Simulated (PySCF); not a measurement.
Predicted microwave data (PBE0/pcSseg-1 in PySCF (dipole) on a GFN2-xTB geometry, gas phase) for one isomer of C6H14Si3:

```
Rotational constants : A = 1846, B = 521.5, C = 484.1 MHz
Dipole components    : |μa| = 1.20 D, |μb| = 0.14 D, |μc| = 1.04 D
Inertial defect      : -199.10 u·Å²
κ                    : -0.95
```

Problem. Which structure is it? (One computed conformer of each.)
A. `[CH2:1]=[C:2]([CH3:3])[Si:4]([SiH3:5])([SiH3:6])[C:7]#[C:8][CH3:9]` with C1–C2–Si4–Si5 -112°
B. `[CH:1]#[C:2][Si@@H:3]([CH:4]=[CH2:5])[C@@H:6]([SiH3:7])[SiH2:8][CH3:9]` with C2–Si3–C4–C5 -140°, C2–Si3–C6–Si7 166°, Si3–C6–Si8–C9 55°
C. `[CH:1]#[C:2][C@H:3]1[SiH2:4][C@@H:5]([SiH2:6][CH2:7][CH3:8])[SiH2:9]1` with Si4–C5–Si6–C7 166°, C5–Si6–C7–C8 55°
D. `[CH2:1]=[CH:2][SiH2:3]/[CH:4]=[C:5](\[CH:6]=[CH2:7])[SiH2:8][SiH3:9]` with C1–C2–Si3–C4 -121°, C2–Si3–C4–C5 177°, C4–C5–C6–C7 -178°, C4–C5–Si8–Si9 -3°
E. `[CH:1]#[C:2][C@H:3]1[SiH2:4][C@H:5]([SiH2:6][CH2:7][CH3:8])[SiH2:9]1` with Si4–C5–Si6–C7 74°, C5–Si6–C7–C8 -62°

Solution. C. It is C#C[C@H]1[SiH2][C@@H]([SiH2]CC)[SiH2]1, a near-prolate asymmetric top, point group C1. The candidates at the same level (rigid rotor, commonest isotopes):

| SMILES | A (MHz) | B (MHz) | C (MHz) | μa (D) | μb (D) | μc (D) | Δ (u·Å²) | point group | rotor |
| --- | --- | --- | --- | --- | --- | --- | --- | --- | --- |
| C#C[C@H]1[SiH2][C@H]([SiH2]CC)[SiH2]1 | 2083 | 519.7 | 439.2 | 1.31 | 0.14 | 0.35 | -64.45 | C1 | near-prolate asymmetric top |
| C#C[Si@@H](C=C)[C@@H]([SiH3])[SiH2]C | 942.9 | 810.1 | 585.3 | 0.76 | 0.25 | 0.16 | -296.34 | C1 | asymmetric top |
| C#C[C@H]1[SiH2][C@@H]([SiH2]CC)[SiH2]1 | 1846 | 521.5 | 484.1 | 1.20 | 0.14 | 1.04 | -199.10 | C1 | near-prolate asymmetric top |
| C=C[SiH2]/C=C(\C=C)[SiH2][SiH3] | 1087 | 530.6 | 366.9 | 0.27 | 0.13 | 0.14 | -40.09 | C1 | asymmetric top |
| C=C(C)[Si]([SiH3])([SiH3])C#CC | 922.6 | 607.0 | 590.8 | 1.31 | 0.74 | 0.03 | -524.90 | C1 | near-prolate asymmetric top |

`C=C[SiH2]/C=C(\C=C)[SiH2][SiH3]` has A 41 % too low; `C=C(C)[Si]([SiH3])([SiH3])C#CC` has A 50 % too low; `C#C[C@H]1[SiH2][C@H]([SiH2]CC)[SiH2]1` has A 13 % too high; `C#C[Si@@H](C=C)[C@@H]([SiH3])[SiH2]C` has B 55 % too high. No structure here is proved a minimum.
